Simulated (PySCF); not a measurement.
A side-by-side comparison of computed properties.

First species: C₇H₁₃PS.
InChI=1S/C7H13PS/c1-4-7-6(2)5-8(7,3)9/h4,6-7H,1,5H2,2-3H3/t6-,7+,8+/m0/s1

Second species: C5H5ClF2.
SMILES: `C=C(/C=C(/F)Cl)CF`

Levels: PBE0/pcSseg-1 for dipole moment, HOMO energy, LUMO energy and HOMO–LUMO gap; GFN2-xTB for rotational constant A and rotational constant C. Geometries: GFN2-xTB. Each structure is a single optimised conformer of the isolated species, non-relativistic unless stated. Electronic properties by PySCF.

Dipoles, sizes and rotational constants follow the conformer. The torsions of the flexible species, by atom-mapped SMILES:
- `[CH2:1]=[CH:2][C@@H:3]1[C@@H:4]([CH3:5])[CH2:6][P@@:7]1([CH3:8])=[S:9]`: C1–C2–C3–C4 -150°
- `[CH2:1]=[C:2](/[CH:3]=[C:4](/[F:5])[Cl:6])[CH2:7][F:8]`: C1–C2–C3–C4 180°, C1–C2–C7–F8 0°

(1) Which of the two has the higher HOMO–LUMO gap, and by how much?

(2) Which has the higher rotational constant C?

(3) Which has the higher HOMO energy?

(4) Which has the higher dipole moment?

(5) Which of the two has the higher LUMO energy, and by how much?

(6) Which has the higher rotational constant A?

Results:

(1) The first: 5.97 eV against 5.77 eV, a difference of 0.20 eV.

(2) The second: 0.753 GHz against 0.744 GHz, a difference of 0.009 GHz.

(3) The first: -6.33 eV against -6.99 eV, a difference of 0.66 eV.

(4) The first: 4.68 D against 0.61 D, a difference of 4.07 D.

(5) The first: -0.36 eV against -1.22 eV, a difference of 0.86 eV.

(6) The second: 2.843 GHz against 1.370 GHz, a difference of 1.473 GHz.

On the first: The dipole matches unit charges of opposite sign 0.97 Å apart (1 e·Å = 4.8032 D). A dipole of 4.68 D is allowed in C1, and pure rotational transitions are dipole-allowed.

On the second: In atomic units the dipole is 0.24 e·bohr (1 au = 2.5417 D).
